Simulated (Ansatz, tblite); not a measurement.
Removing an electron: CdMe(NH2) (CH5CdN). Charge 0, multiplicity 1. Geometry: PBE-D4/def2-TZVP. Ansatz, gas phase; energy differences of separate SCF runs; the oxidised species was run as a doublet alone.

```xyz
8

Cd   -0.1225    0.2314   -0.1997
C     0.8855   -1.1091    1.0756
H     0.2040   -1.9070    1.3965
H     1.2573   -0.5777    1.9615
H     1.7375   -1.5571    0.5476
N    -0.9412    1.6343   -1.4329
H    -1.7798    2.0566   -1.0245
H    -1.2407    1.2285   -2.3241
```

In the def2 sets Cd takes a core potential; there is no spin–orbit coupling. The xTB rows come from tblite.

```csv
level,−HOMO (eV),vertical IE (eV),−LUMO (eV),HOMO–LUMO gap (eV)
GFN1-xTB,9.27,12.63,5.64,3.63
GFN2-xTB,8.90,12.77,5.22,3.67
r2SCAN-D4/def2-TZVP,5.46,8.51,0.70,4.76
```

(1) Estimate the rows for PBE-D4/def2-TZVP, PBE0-D4/def2-TZVP.

Results:

(1) 
```csv
level,−HOMO (eV),vertical IE (eV),−LUMO (eV),HOMO–LUMO gap (eV)
PBE-D4/def2-TZVP,5.23,8.60,1.03,4.20
PBE0-D4/def2-TZVP,6.51,8.61,0.27,6.23
```

Relaxing the oxidised species (PBE-D4/def2-TZVP) changes its energy by -0.33 eV at PBE-D4/def2-TZVP, so the adiabatic ionisation energy to this nearest minimum is 8.27 eV. At PBE0-D4/def2-TZVP it is 8.17 eV.   Raw xTB energy differences between charge states are shifted by several eV; the methods need an empirical correction for them.
